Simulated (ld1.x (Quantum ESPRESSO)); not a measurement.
## Debugging a pseudopotential input (Ta, ld1.x (Quantum ESPRESSO) 7.5)

Command:

```bash
ld1.x < Ta.in > Ta.out
```

Input:

```
&input
   title='Ta', zed=73., rel=1, dft='PBE', iswitch=3,
   config='[Xe] 4f14 5d3 6s2 6p0',
   nld=3, rlderiv=2.40, eminld=-5.0, emaxld=5.0, deld=0.02
 /
 &inputp
   pseudotype=2, zval=7.5, tm=.false., rho0=0.001, lloc=0,
   nlcc=.true., rcore=1.05,
   file_pseudopw='Ta.UPF', file_wfcaegen='ae.wfc', file_wfcncgen='nc.wfc', file_beta='beta', file_chi='chi'
 /
3
5P  2  1   6.00   0.00  2.20  2.20  0.0
5D  3  2   3.00   0.00  1.90  1.90  0.0
6S  1  0   2.00   0.00  2.05  2.05  0.0
 &test
   configts(1)='5p6 5d3 6s2 6p0'
 /
```

Output:

```
Program LD1 v.7.5

 %%%%%%%%%%%%%%%%%%%%%%%%%%%%%%%%%%%%%%%%%%%%%%%%%%%%%%%%%%%%%%%%%%%%%%%%%%%%%%
     Error in routine ld1_readin (1):
     supplied (  7.50) and calculated ( 11.00) valence charge do not match
 %%%%%%%%%%%%%%%%%%%%%%%%%%%%%%%%%%%%%%%%%%%%%%%%%%%%%%%%%%%%%%%%%%%%%%%%%%%%%%

     stopping ...
```

Problem. This input was made by a single change from one that runs to its end. What was changed?

Solution. The change: valence charge typed as zval=7.5. The program refuses the input: "ld1_readin: supplied (  7.50) and calculated ( 11.00) valence charge do not match".
